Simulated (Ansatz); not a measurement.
Cost and result for the atomization energy of CH$_{7}$FNPSi, SMILES `C[Si](N)(F)P` (12 atoms, 11 bonds).

Z-matrix (Å, degrees):
```
C
Si 1 1.855
H 1 1.092 2 110.6
H 1 1.094 2 110.5 3 -119.2
H 1 1.092 2 111.0 3 120.4
N 2 1.701 1 109.0 3 177.4
F 2 1.612 1 106.4 3 54.8
P 2 2.246 1 117.9 3 -61.5
H 6 1.007 2 121.8 1 -35.3
H 6 1.007 2 121.6 1 171.5
H 8 1.420 2 93.8 1 55.0
H 8 1.420 2 93.4 1 -39.2
```

Total charge 0; spin multiplicity 1. The geometry is a stationary point of PBE0-D4/def2-TZVP. It is one conformer, not always the lowest. Program: Ansatz. All runs use 4 threads of an Arm Neoverse V2 on a shared host. Times are those of one run each, without the atoms' runs, and a repeat can differ threefold. Electronic energies, without spin–orbit coupling; frozen cores. CCSD(T)/CBS adds CCSD(T) − MP2 in def2-TZVPP to the MP2 limit, and its time is that of the two runs behind it. T1 = 0.012. B3LYP takes the VWN-RPA correlation (the form of Gaussian; ORCA's B3LYP/G).

CCSD(T)/CBS is a level of theory with its own doubt, some kJ/mol a heavy atom from the limit and from the frozen cores, so smaller differences don't rank the functionals.

| level | functions | wall time | atomization (kJ/mol) | difference from CCSD(T)/CBS | per bond |
| --- | --- | --- | --- | --- | --- |
| PBE-D4/def2-TZVPP (with forces) | 275 | 2.4 s | 4328.3 | 44.9 | 4.1 |
| PBE0-D4/def2-TZVPP | 275 | 2.9 s | 4261.6 | -21.8 | -2.0 |
| r2SCAN-D4/def2-TZVPP (with forces) | 275 | 4.6 s | 4273.8 | -9.6 | -0.9 |
| B3LYP-D4/def2-TZVPP (with forces) | 275 | 4.6 s | 4289.6 | 6.2 | 0.6 |
| B2PLYP/def2-TZVPP | 275 | 5.5 s | 4228.9 | -54.5 | -5.0 |
| ωB97X-V/def2-TZVPP | 275 | 7.5 s | 4313.5 | 30.1 | 2.7 |
| ωB97M-V/def2-TZVPP (with forces) | 275 | 11 s | 4306.7 | 23.3 | 2.1 |
| MP2/def2-QZVPP | 521 | 21 s | 4268.1 | -15.3 | -1.4 |
| CCSD(T)/def2-TZVPP | 275 | 2.9 min | 4152.2 | -131.2 | -11.9 |
| CCSD(T)/CBS(def2) | – | 3.3 min | 4283.4 | 0.0 | 0.0 |

From PBE to PBE0 (25 % exact exchange), in def2-TZVPP and without D4, the atomization energy moves by −62.5 kJ/mol: exact exchange takes away binding that semilocal exchange gives to molecules. In def2-TZVPP, CCSD(T) changes the Hartree–Fock value by +1069.3 kJ/mol (the triples alone add +56.7 kJ/mol) and MP2 by +1106.6 kJ/mol; breaking electron pairs costs correlation energy, which Hartree–Fock lacks. The D4 term adds +44.7 kJ/mol with B3LYP and +23.6 kJ/mol with PBE0; it sums over pairs of atoms, weighted by their polarisabilities, and B3LYP, whose exchange is more repulsive, gets the larger term.
